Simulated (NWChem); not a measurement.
# CH$_{4}$F$_{2}$Sn; SMILES [CH3][SnH]([F])[F]

```xyz
8

Sn     0.0273    -0.0229     0.2558
C     -0.0070     1.9649    -0.4926
F     -1.6919    -0.8151    -0.1507
F      1.2453    -1.0317    -0.8610
H      0.3846    -0.4566     1.8656
H     -1.0141     2.1610    -0.8848
H      0.2366     2.6883     0.2966
H      0.7286     2.0328    -1.3054
```
Atoms are numbered in this order, from 1.

Level: PBE0/def2-SVP with def2 effective core potentials on Sn (NWChem), optimised geometry, unscaled harmonic frequencies. def2 effective core potentials on Sn; no spin-orbit coupling.

| frequency (cm⁻¹) | IR intensity (km/mol) |
|---|---|
| 51 | 0.1 |
| 142 | 1.1 |
| 161 | 18.8 |
| 181 | 19.3 |
| 546 | 33.7 |
| 556 | 84.1 |
| 582 | 41.7 |
| 640 | 42.0 |
| 644 | 56.7 |
| 779 | 51.3 |
| 783 | 45.1 |
| 1212 | 3.8 |
| 1426 | 5.3 |
| 1431 | 5.2 |
| 1973 | 126.9 |
| 3082 | 0.2 |
| 3210 | 0.8 |
| 3211 | 0.4 |

```
Item                                                                               Result
-----------------------------------------------------------------------  ----------------
zero-point energy                                                           29.4 kcal/mol
thermal correction to the enthalpy at 298.15 K (with zero-point energy)     34.2 kcal/mol
heat capacity Cv                                                         20.6 cal/(mol K)
entropy at 298.15 K and 1 atm (symmetry number 1)                        82.8 cal/(mol K)
```

Rigid rotor and harmonic oscillator; modes under 100 cm⁻¹ make the entropy uncertain.
